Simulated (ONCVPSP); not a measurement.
**What the settings do to the ONCV potential of rhenium**

Base potential:

Re, optimised norm-conserving Vanderbilt (ONCV), made with ONCVPSP 4.0.1 (LDA (Perdew-Wang 92), fully relativistic). Core [Kr] 4d10 4f14, reference 5s2 5p6 5d5 6s1.5 (charge +0.5). Waves: 5s+6s: rc 1.80 bohr, ncon 3, nbas 7, qcut 6.6 1/bohr, 2 projectors; 5p: rc 1.30 bohr, ncon 4, nbas 7, qcut 7.2 1/bohr, 2 projectors, debl 2.1 Ha; 5d: rc 2.15 bohr, ncon 4, nbas 8, qcut 5.9 1/bohr, 2 projectors, debl 1.7 Ha. Local part: polynomial inside 0.90 bohr (lpopt 5, dvloc0 2 Ha). Core correction: polynomial model core, fcfact 0.75.

Open shells are filled in proportion to 2j + 1.

All-electron outer shells of the reference configuration (LDA (PZ), scalar-relativistic, ld1.x):

```tsv
shell	level (eV)	outermost node (bohr)	outermost maximum (bohr)
5s	-89.28	0.52	0.93
5p	-50.99	0.56	1.06
4f	-46.37	–	0.41
6s	-9.49	1.24	2.51
5d	-9.26	0.62	1.43
```

Cutoffs, loose and tight: the cutoffs (Ha) at which the residual kinetic energy of the hardest occupied pseudo-wave falls to 1 and 0.1 mHa per electron. They do not see the model core or the augmentation charge, which bear on the density cutoff. Test errors are all-electron minus pseudo excitation energies from the reference, over the configurations 5s2 5p6 5d5 6s2; 5s2 5p6 5d5 6s1; 5s2 5p6 5d5 6s0; 5s2 5p6 5d5 6s1 6p1. A dash means not determined; rows that change the core or the reference have their own tests.

A true bound ghost makes a file unfit for plane-wave use even where its test errors are small: the radial tests pick states by their node count and pass the ghost by.

```tsv
change	outcome	cutoff, loose	cutoff, tight	bound ghosts	GHOST(+) flags above zero	largest test error (meV)
base	generated	45 Ha	85 Ha	s, d3/2	p3/2, d5/2, p1/2	-5.9
core correction polynomial model core, fcfact 0.64	generated	45 Ha	85 Ha	s, d3/2	p3/2, d5/2, p1/2	-5.8
local potential polynomial inside 0.90 bohr (lpopt 5, dvloc0 -1.5 Ha)	generated	45 Ha	85 Ha	s, d3/2	p3/2, d5/2, p1/2	-9.3
core correction none	generated	45 Ha	85 Ha	s, d3/2	p3/2, d5/2, p1/2	-0.4
local potential polynomial inside 1.20 bohr (lpopt 5, dvloc0 2 Ha)	generated	45 Ha	85 Ha	none	s, d5/2, d3/2	-7.6
all radii but the core radius scaled by about 1.29 (s 2.32, p 1.68, d 2.78 bohr); local potential polynomial inside 1.16 bohr (lpopt 5, dvloc0 2 Ha)	generated	18 Ha	23 Ha	none	s	-12
s: qcut 10	generated	45 Ha	85 Ha	s, d3/2	p3/2, d5/2, p1/2	-3.0
reference 5s2 5p6 5d6 6s1	generated	45 Ha	85 Ha	s, d3/2	p3/2, d5/2, p1/2	-3.3
d: rc 3.16	generated	45 Ha	85 Ha	s	p3/2, p1/2, d3/2	-11
```
